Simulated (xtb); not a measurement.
methyl (Z)-2,3-difluoroprop-2-enoate (C4H4F2O2), SMILES F/C=C(\F)C(=O)OC. All values are semi-empirical tight-binding results from xtb (GFN2-xTB unless named), good for trends rather than for accurate numbers. Coordinates come from a GFN2-xTB optimisation. Other conformers were not sampled.

Computed properties:
| Item | Result |
|---|---|
| orbital gap | 3.90 eV |
| dipole moment | 2.41 D |
| zero-point energy | 47.8 kcal/mol |
| G − E(el) at 298.15 K (modified RRHO) | 26.4 kcal/mol |
| static polarisability (D4 model) | 58.9 bohr³ |
| solvation energy, GFN2-xTB/ALPB(water) | -3.4 kcal/mol |
| solvation energy, GFN2-xTB/ALPB(acetonitrile) | -6.5 kcal/mol |

Computed IR lines (harmonic; lines under 4 % of the strongest left out, lines within 3 cm⁻¹ merged):
ν (cm⁻¹): 258 (w), 292 (w), 708 (w), 722 (w), 861 (m), 995 (w), 1116 (m), 1134 (vs), 1222 (m), 1276 (vs), 1386 (w), 1691 (s), 1753 (vs), 3093 (w) (against the strongest line: vs over 80 %, s over 45 %, m over 15 %, w over 4 %, vw less)
